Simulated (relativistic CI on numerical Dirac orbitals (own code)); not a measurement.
**Hyperfine structure of Ne²⁺, mass number 21**

Calculated at this level of theory: Dirac-Coulomb-Breit CI, separate exchange-only KLI orbitals for each configuration, QED by a radiative potential, valence Slater integrals scaled by 0.85, P86 correlation energy added to each configuration (own radial code, finite nucleus).

CI space (outside the closed core 1s2): 2s²2p⁴, 2s2p⁵, 2p⁶, 2s²2p³3s, 2s²2p³3p, 2s²2p³3d, 2s²2p³4s, 2s²2p³4p, 2s²2p³4d, 2s²2p³4f, 2s²2p²3s², 2s2p⁴3s, 2s²2p²3s3p, 2p⁵3s, 2s²2p²3p², 2s2p⁴3p. Levels of other configurations are missing.

Nuclear spin I = 3/2, μ = -0.6617 μN, Q = 0.1016 b (tables of Stone and Pyykkö). The electronic factors are computed for point nuclear moments, without core polarisation; leaving it out makes A of s and p electrons in near-neutral atoms 20 to 40 % too small, and it can dominate for d and f shells.

| Level | E (cm⁻¹) | A (MHz) | B (MHz) |
| --- | --- | --- | --- |
| 2s²2p⁴ ³P2 | 0 | -389.6 | 136 |
| 2s²2p⁴ ³P1 | 635 | -24.22 | -67.5 |
| 2s²2p⁴ ¹D2 | 24224 | -616.6 | -274 |
| 2s2p⁵ ³P°2 | 215299 | -1904 | -132 |
| 2s2p⁵ ³P°1 | 215875 | -2241 | 66.6 |
| 2s2p⁵ ¹P°1 | 297912 | -632.3 | -135 |
| 2s²2p³3s ⁵S°2 | 310577 | -223.3 | -0.0068 |
| 2s²2p³3s ³S°1 | 319546 | 194.1 | -0.00339 |

Levels with J = 0, under 50 % of one LS term, or S terms without an open s electron are left out. Small factors come from cancelling terms and can be off by tens of per cent or more.

For a near-neutral ion this model can misplace configurations by up to about 10,000 cm⁻¹ (more where the count of f electrons changes) and terms by 10 to 25 % of their spread. Rates follow the energies as ν³ (E1, M1) or ν⁵ (E2), so they and the lifetimes can be off by large factors. The fine structure of a lone outer electron comes out too small, for d and f at times inverted, and misplaced configurations move strength between like terms. 28 of the 29 excited levels that our extract of the measured tables holds in this range could be paired (the sources list more); they are missed by 5999 cm⁻¹ on average and 41525 at most, and levels without a partner can miss by more.

Task: Give the hyperfine levels of 2s²2p⁴ ³P2 relative to its centre of gravity.

Result: With K = F(F + 1) − I(I + 1) − J(J + 1), E = AK/2 + B[¾K(K + 1) − I(I + 1)J(J + 1)]/[2I(2I − 1)J(2J − 1)]: F = 1/2: 1872, F = 3/2: 1169, F = 5/2: 110.1, F = 7/2: -1135 MHz.
